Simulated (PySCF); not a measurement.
All of these have the formula C4H11BO2. Computed, not measured: TDDFT B3LYP/def2-SVPD, vertical, gas phase, core orbitals frozen in the response in PySCF 2.14.0, density-fitted response routines. Geometries: PBE0-D3(BJ)/def2-SVP; one conformer of each isolated species. Triplets are in the Tamm–Dancoff approximation.

A. `O[BH2-][O+]1CCCC1`
B. `CCCCB(O)O`
C. `CCOBOCC`
D. `COBCCOC`

Lowest singlet levels (six at most, fewer where fewer were computed) with oscillator strengths:

1. 189 nm (f 0.002); 178 nm (f 0.001); 176 nm (f 0.028); 167 nm (f 0.000); 165 nm (f 0.027); 164 nm (f 0.005); T1 6.45 eV
2. 178 nm (f 0.056); 170 nm (f 0.001); 167 nm (f 0.001); 160 nm (f 0.011); 157 nm (f 0.012); 153 nm (f 0.014); T1 6.86 eV
3. 202 nm (f 0.004); 190 nm (f 0.020); 188 nm (f 0.002); 177 nm (f 0.010); 168 nm (f 0.008); 163 nm (f 0.010); T1 6.09 eV
4. 165 nm (f 0.011); 161 nm (f 0.040); 160 nm (f 0.136); 155 nm (f 0.002); 154 nm (f 0.010); 152 nm (f 0.008); T1 6.80 eV

Question: Match each spectrum to its molecule.

Answer: 1 = A, 2 = B, 3 = D, 4 = C.
- A: S1 at 6.56 eV, HOMO→LUMO (84%), HOMO→LUMO+1 (14%); Löwdin shares by element: HOMO hydrogen 35% or more, boron 30%, oxygen 25% or more; LUMO carbon 33% or more, boron 9% (atoms not listed hold the other 58%); HOMO -7.30 and LUMO 0.04 eV.
- B: S1 at 6.98 eV, HOMO→LUMO (99%); Löwdin shares by element: HOMO carbon 56% or more, boron 13% (atoms not listed hold the other 31%); LUMO oxygen 36%, boron 32%, hydrogen 14% or more (atoms not listed hold the other 19%); HOMO -8.29 and LUMO -0.63 eV.
- C: S1 at 7.53 eV, HOMO→LUMO (96%); Löwdin shares by element: HOMO oxygen 63%, carbon 13% or more (atoms not listed hold the other 24%); LUMO boron 24%, carbon 22% or more, oxygen 6% or more (atoms not listed hold the other 49%); HOMO -8.01 and LUMO 0.36 eV.
- D: S1 at 6.13 eV, HOMO→LUMO (100%); Löwdin shares by element: HOMO oxygen 58% or more, carbon 20% or more, hydrogen 5% or more (atoms not listed hold the other 16%); LUMO boron 42%, oxygen 24% or more, hydrogen 12% or more, carbon 11% or more; HOMO -7.03 and LUMO -0.18 eV.

Without π bonds the low states are Rydberg-like; a valence basis with one diffuse set may place them up to an eV too high.
